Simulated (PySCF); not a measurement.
# [Hg(PH3)]2+ at several levels of theory

Computed with PySCF 2.14.0 (density fitting, no spin-orbit coupling) at the geometry relaxed with PBE0:

```xyz
5
[Hg(PH3)]2+ (singlet)
Hg    0.0000    0.0000   -0.1356
P     0.0000    0.0000    2.3282
H     1.3617    0.0000    2.7295
H    -0.6809    1.1793    2.7295
H    -0.6809   -1.1793    2.7295
```

```tsv
level	basis	state	HOMO (eV)	gap (eV)	charge on Hg1 (e)	dipole about the centre of mass (D)	largest force component (eV/Å)
PBE0	Hg def2-SVP with ECP60, P def2-SVP, H def2-SVP	singlet	-21.85	6.10	1.05	8.01	0.00
M06-L	the same	singlet	-20.88	4.56	1.12	7.62	0.21
wB97X	the same	singlet	-23.93	10.31	1.08	7.54	0.12
```

Charges are Mulliken's, which hang on the basis. The relaxation used the grid (50, 194), these runs (75, 302) or, all-electron (x2c bases, spin-free X2C Hamiltonian), (99, 590).

What does PBE0 with Hg def2-TZVP with ECP60, P def2-TZVP, H def2-TZVP give here?

state singlet, HOMO (eV) -21.74, gap (eV) 6.01, charge on Hg1 (e) 1.07, dipole about the centre of mass (D) 7.99, largest force component (eV/Å) 0.21. Time: 3.5 s on 2 threads of Arm Neoverse V1 (shared host), from free ions and atoms.

In the first row's basis the gap widens with exact exchange: 4.6 eV for M06-L (none); 6.1 eV for PBE0 (a fixed share); 10.3 eV for wB97X (rising or full at long range).
